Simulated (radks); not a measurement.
Species: Ce. Configuration: [Xe] 4f1 5d1 6s2. Method: Dirac Kohn-Sham, BLYP, spin-unpolarised, spherical densities, finite nucleus; open shells fill j = l - 1/2 first; Fermi nuclear charge, rms radius 4.8771 fm; computed with a radial shooting solver on a logarithmic mesh with Libxc functionals. Some entries of the table are withheld. Estimate them.

orbital  occ.  eigenvalue (eV)  r(max) (bohr)
1s1/2       2        -40236.21        0.01574
2s1/2       2        -6439.565        0.08922
2p1/2       2              (1)        0.06797
2p3/2       4              (2)        0.07323
3s1/2       2        -1386.112         0.2549
3p1/2       2              (3)         0.2416
3p3/2       4              (4)         0.2530
3d3/2       4        -879.9894         0.2033
3d5/2       6        -861.1372         0.2065
4s1/2       2        -280.0318            (5)
4p1/2       2        -223.5405         0.6026
4p3/2       4        -204.6574         0.6269
4d3/2       4              (6)         0.6478
4d5/2       6              (7)         0.6558
5s1/2       2         -40.2349          1.371
5p1/2       2              (8)          1.498
5p3/2       4              (9)          1.566
4f5/2       1          -5.2426         0.7061
4f7/2       0          -4.9114         0.7109
6s1/2       2          -3.5733          3.707
5d3/2       1          -2.9562           (10)
5d5/2       0          -2.7572           (11)

Answer. 
(1) 2p1/2 eigenvalue (eV): -6080.598
(2) 2p3/2 eigenvalue (eV): -5633.822
(3) 3p1/2 eigenvalue (eV): -1233.992
(4) 3p3/2 eigenvalue (eV): -1146.217
(5) 4s1/2 r(max) (bohr): 0.5933
(6) 4d3/2 eigenvalue (eV): -111.8900
(7) 4d5/2 eigenvalue (eV): -108.5836
(8) 5p1/2 eigenvalue (eV): -24.8182
(9) 5p3/2 eigenvalue (eV): -22.0594
(10) 5d3/2 r(max) (bohr): 2.160
(11) 5d5/2 r(max) (bohr): 2.202
